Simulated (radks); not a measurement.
The numbers below are computed, except where a source is named.
How relativity changes the ionisation of the iodine ion I23+ ([Ar] 3d10 4s2) to I24+ ([Ar] 3d10 4s1). Spin-unpolarised spherical Kohn-Sham, LDA (Slater exchange, Perdew-Wang correlation), point nucleus unless stated (finite: rms radius 4.75 fm), a radial shooting solver on a logarithmic mesh with Libxc functionals. A level marked "c x" has the speed of light scaled by that factor.

| level | E(I23+) (hartree) | E(I24+) (hartree) | IE (eV) | HOMO | <r> HOMO (bohr) |
|---|---|---|---|---|---|
| non-rel. | -6675.13084 | -6647.69049 | 746.69 | 4s | 0.6695 |
| scalar-rel. | -6869.87366 | -6841.57881 | 769.94 | 4s | 0.6491 |
| scalar-rel., finite nucleus | -6869.64061 | -6841.34644 | 769.92 | 4s | 0.6491 |
| Dirac | -6872.42182 | -6844.12938 | 769.88 | 4s1/2 | 0.6489 |
| Dirac, finite nucleus | -6872.18799 | -6843.89622 | 769.86 | 4s1/2 | 0.6489 |
| Dirac, c x 1.25 | -6797.91824 | -6769.94741 | 761.13 | 4s1/2 | 0.6565 |
| Dirac, c x 1.5 | -6759.15974 | -6731.35630 | 756.57 | 4s1/2 | 0.6606 |
| Dirac, c x 100 | -6675.14915 | -6647.70872 | 746.69 | 4s1/2 | 0.6695 |

NIST Atomic Spectra Database: 762 eV (theoretical). The relativistic part of the total energy of I23+ is -197.1 hartree (Dirac, finite nucleus), 3 % of the non-relativistic value. Spin polarisation and multiplet splitting of open shells are left out at every level.

Beside tabulated values, note that relativity, absent from the non-relativistic runs, is large for the heavy elements, and spin-unpolarised runs miss the spin-polarisation part of the exchange energy of open shells.
